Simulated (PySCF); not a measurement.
## Correlation energy of Xe (xenon, neutral)

[Kr] 4d10 5s1 5p6 5d1, high-spin 3D determinant (an excited configuration). All numbers are calculated (PySCF 2.14, a scalar-relativistic core potential, in aug-cc-pVTZ-PP with ECP28MDF (6s5p4d2f, 55 functions)). Frozen: 4s2 4p6 4d10; 8 electrons correlated.

| level | correlation energy (mhartree) |
| --- | --- |
| CCSD | -278.86 |
| (T) | -34.62 |
| CCSD(T) | -313.48 |

Diagnostics: T1 = 0.018, D1 = 0.0375, largest double amplitude 0.242.

Question: Is a single reference adequate?

Answer: Not fully. The outer electron is Rydberg-like, and this basis confines it to a smaller radius and binds it less than a complete one would. A double-excitation amplitude exceeds 0.15, a sign of near-degeneracy.
